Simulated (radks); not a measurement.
Results of a calculation; reference values are marked as such.
Gd+, 63 electrons, occupied as [Kr] 4d10 4f7.5 5s2 5p5.5 5d1 6s1 (fractional occupations, a model configuration).

Level of theory: Dirac Kohn-Sham, exchange-only PBE, spin-unpolarised, spherical densities, finite nucleus; open shells are shared between the two j in proportion to 2j + 1; Fermi nuclear charge, rms radius 5.1569 fm (a radial shooting solver on a logarithmic mesh with Libxc functionals).

Energy parts (eV):
total: -306809.69
kinetic: 334609.75
electron-nucleus: -753542.62
Hartree: 118820.15
exchange: -6696.98

Orbitals (lengths in bohr, moments of r in powers of bohr; r(max) is where P^2 peaks; r(90%) holds 90 % of the orbital's charge):
orbital     occ.  eigenvalue (eV)   r(max)      <r^2>  r(90%)
1s1/2          2        -50047.57  0.01392  0.0006549  0.0396
2s1/2          2        -8262.266  0.07917    0.01022   0.144
2p1/2          2        -7846.360  0.05981   0.007416   0.128
2p3/2          4        -7150.413  0.06564   0.008651   0.137
3s1/2          2        -1833.374   0.2245    0.06816   0.358
3p1/2          2        -1652.996   0.2117    0.06348   0.351
3p3/2          4        -1510.233   0.2240    0.07056   0.369
3d3/2          4        -1198.548   0.1780    0.05632   0.341
3d5/2          6        -1167.435   0.1814    0.05830   0.347
4s1/2          2        -371.4923   0.5161     0.3457   0.795
4p1/2          2        -301.2847   0.5204     0.3638   0.823
4p3/2          4        -269.5710   0.5467     0.4028   0.866
4d3/2          4        -153.9067   0.5546     0.4629   0.949
4d5/2          6        -148.1861   0.5631     0.4784   0.965
4f5/2    3.21429         -12.6405   0.5675      1.037    1.53
4f7/2    4.28571         -11.9096   0.5725      1.076    1.55
5s1/2          2         -54.2901    1.201      2.021    1.93
5p1/2    1.83333         -35.1345    1.309      2.576    2.21
5p3/2    3.66667         -30.8630    1.387      2.921    2.36
5d3/2        0.4          -7.7006    1.943      8.223    4.17
5d5/2        0.6          -7.4130    1.993      8.689    4.29
6s1/2          1          -8.7138    3.247      15.78    5.46

The highest occupied level is 5d5/2 at -7.413 eV. The electron density at the nucleus is 6.285e+05 e/bohr^3. The density falls to 0.001 e/bohr^3 at r = 4.65 bohr. Summed over all electrons, <r^2> = 60.65 bohr^2, which gives a Langevin (diamagnetic) susceptibility term of -48 x 10^-6 cm^3/mol.
